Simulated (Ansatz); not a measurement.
Consider the hydrogenolysis of the Si–F bond: `CO[Si](F)(F)C#N` + H₂ → `CO[SiH](F)C#N` + H–F.

Isolated molecules relaxed with PBE0-D4/def2-TZVP in Ansatz; ΔE leaves out vibrations. CBS: MP2 limit from def2 TZ/QZ plus the TZ coupled-cluster correction, frozen cores. This one scheme is used for every species. DFT in def2-TZVPP. One conformer a species, not always the lowest.

| level | ΔE (kcal/mol) |
| --- | --- |
| LDA (SPW92) | 29.9 |
| BHLYP-D4 | 31.8 |
| ωB97X-V | 30.7 |
| PBE-QIDH | 30.2 |
| PBE | 28.7 |
| SCS-MP2/def2-TZVPP | 31.0 |
| CCSD/def2-TZVPP | 30.4 |
| CCSD/CBS(def2) | 30.4 |

Q: What does CCSD(T)/CBS give? (Estimate.)

A: Ansatz gave: +30.6 kcal/mol. The listed levels differ from it by -0.7, 1.2, 0.1, -0.4, -1.9, 0.4, -0.2, -0.2 kcal/mol.

Q: What do rigid-rotor, harmonic-oscillator terms from PBE0-D4/def2-TZVP frequencies (298.15 K, 1 bar) make of the CCSD(T)/CBS value? (Best estimate.)

A: Computed: ΔZPE = +3.0 kcal/mol, ΔH = +33.1 kcal/mol, ΔS = 21 J/(mol·K), ΔG = +31.6 kcal/mol. Modes under 50 cm⁻¹ make the entropy rough.

Largest T1 diagnostic among the species: 0.013.

The D4 term adds +0.8 kcal/mol with B3LYP and +0.4 kcal/mol with PBE0; it sums over pairs of atoms, weighted by their polarisabilities, and B3LYP, whose exchange is more repulsive, gets the larger term. At CCSD(T), def2-SVP lies −3.3 kcal/mol from the extrapolated value and def2-TZVPP +0.1 kcal/mol.

CCSD(T)/CBS has its own doubt, a few kJ/mol and more with outer-core shells, so smaller differences from it don't rank the levels.

B3LYP here is the variant with VWN-RPA as its local correlation; programs differ in this.
